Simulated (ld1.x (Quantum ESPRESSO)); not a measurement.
**Logarithmic derivatives: Ga, TM**

| Quantity | Value |
| --- | --- |
| Element | gallium (Ga) |
| Generator | ld1.x (Quantum ESPRESSO) 7.5 |
| Type | norm-conserving Troullier–Martins (Kleinman–Bylander form) |
| Functional | PBE |
| Relativity | scalar-relativistic |
| Frozen core | [Ar] |
| Valence charge | 13 |
| Reference configuration | 3d10 4s1 4p0 (charge +2) |
| Partial waves | 4s (bound): rc 1.50 bohr; 3d (bound): rc 1.40 bohr; 4p (bound, empty): rc 2.05 bohr |
| Local potential | the p channel |
| Core correction | a·sin(br)/r model core inside 1.45 bohr |

The phase is arctan(r·u′/u) with u = r·R(r), unwrapped; energies in Ry, scanned from -5 to 5 Ry. A pole is an energy at which the radial function vanishes at the test radius. The pseudo phase is shifted by a multiple of π to meet the all-electron one at the reference energy, and phase errors are pseudo minus all-electron; the curves can meet again beyond the range given. Levels narrower than the energy grid can be missing from the lists of poles.

| channel | radius (bohr) | reference energy (Ry) | poles, all-electron | poles, pseudo | unbroken range about the reference energy with phases within 0.05 rad | phase error 1 Ry above the reference energy (rad) |
| --- | --- | --- | --- | --- | --- | --- |
| s | 2.25 | -1.92 | 0.00 | 0.17 | below 1.8 | +0.008 |
| p | 2.25 | -1.30 | 1.33 | 1.22 | below 3.3 | -0.004 |
| d | 2.25 | -2.89 | -2.81, 3.65 | -2.81 | below -1.2 | +0.021 |

Note: ghost state, extra bound levels that the all-electron valence spectrum of the same l lacks: s at -578.9 eV. A true bound ghost makes a file unfit for plane-wave use.

Phases in the p channel:

| E (Ry) | all-electron | pseudo |
| --- | --- | --- |
| -5.00 | 1.313 | 1.312 |
| -4.48 | 1.288 | 1.286 |
| -3.96 | 1.253 | 1.251 |
| -3.44 | 1.204 | 1.202 |
| -2.92 | 1.127 | 1.124 |
| -2.40 | 0.989 | 0.986 |
| -1.88 | 0.686 | 0.684 |
| -1.36 | -0.065 | -0.065 |
| -0.84 | -0.899 | -0.901 |
| -0.32 | -1.254 | -1.258 |
| 0.20 | -1.412 | -1.418 |
| 0.72 | -1.501 | -1.509 |
| 1.24 | -1.562 | -1.573 |
| 1.76 | -1.610 | -1.624 |
| 2.28 | -1.651 | -1.673 |
| 2.80 | -1.692 | -1.724 |
| 3.32 | -1.737 | -1.789 |
| 3.84 | -1.793 | -1.886 |
| 4.36 | -1.870 | -2.067 |
| 4.88 | -1.997 | -2.533 |
